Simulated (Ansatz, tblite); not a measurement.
Cost and result up the ladder for Be₅O₅H₁₈ (28 atoms). Charge 0, multiplicity 1. Geometry: PBE-D4/def2-SVP.

```xyz
28

Be   -2.291    0.512    0.769
Be   -1.334    1.703   -1.709
Be    0.508    0.532   -0.339
Be    3.400   -2.085    1.042
Be   -0.551   -1.163    0.543
O    -0.503    0.512    1.017
O    -2.100   -1.103    0.263
O    -2.384    1.491   -0.554
O     0.126   -2.269    1.524
O     3.363   -0.783    0.099
H    -3.070    0.789    1.879
H    -0.326    3.989   -1.203
H    -1.508    2.445   -2.845
H    -1.771   -0.036   -3.118
H     1.841    0.917   -0.061
H     0.017    1.236   -1.479
H     2.341   -2.064    1.980
H     4.394   -3.002    0.877
H     0.366   -0.939   -0.599
H    -0.194    0.881    1.862
H    -2.793   -1.777    0.275
H    -1.743   -0.546   -2.539
H    -3.209    1.997   -0.642
H    -0.079    4.195   -0.502
H     1.192   -2.208    1.695
H    -0.311   -2.527    2.358
H     2.600   -0.023    0.014
H     4.023   -0.674   -0.609
```

Ansatz on 4 threads of AMD EPYC 9R45 on a shared host; xTB runs through tblite on one thread. Times are rough, summed over both states, and most runs start from the orbitals of an earlier one. PBE0-D4/def2-TZVP serves as the yardstick here, not as an exact answer. The other state is a doublet.

The xTB rows come from tblite. B3LYP takes the VWN-RPA correlation. HOMO above LUMO, or a gap near zero within one spin, warns that the state may not be the lowest or that an electron is smeared out. In the singlet geometry the species has come apart into loosely held pieces. In the singlet, H12 and H24 lie 0.77 Å apart, H14 and H22 lie 0.77 Å apart, H17 and H25 lie 1.19 Å apart (atoms count from 1), so H2 has formed as a molecule. In the doublet geometry the species has come apart into loosely held pieces.

Raw xTB energies of ions are shifted by several eV.

```
                         level  functions  wall time
                      GFN2-xTB         58    0.037 s
                      GFN1-xTB         76    0.051 s
PBE-D4/def2-TZVP (with forces)        358      9.6 s
             PBE0-D4/def2-TZVP        358       18 s
            B3LYP-D4/def2-TZVP        358       20 s
```

Problem. Estimate what each level gives for the vertical IE (eV).

Solution. 
```json
{"level": "GFN2-xTB", "vertical IE (eV)": "12.45", "difference from PBE0-D4/def2-TZVP (eV)": "3.55", "remarks": "–"}
{"level": "GFN1-xTB", "vertical IE (eV)": "12.38", "difference from PBE0-D4/def2-TZVP (eV)": "3.48", "remarks": "–"}
{"level": "PBE-D4/def2-TZVP (with forces)", "vertical IE (eV)": "8.22", "difference from PBE0-D4/def2-TZVP (eV)": "-0.69", "remarks": "gap within one spin near zero (+1 doublet)"}
{"level": "PBE0-D4/def2-TZVP", "vertical IE (eV)": "8.90", "difference from PBE0-D4/def2-TZVP (eV)": "0.00", "remarks": "–"}
{"level": "B3LYP-D4/def2-TZVP", "vertical IE (eV)": "8.88", "difference from PBE0-D4/def2-TZVP (eV)": "-0.03", "remarks": "–"}
```
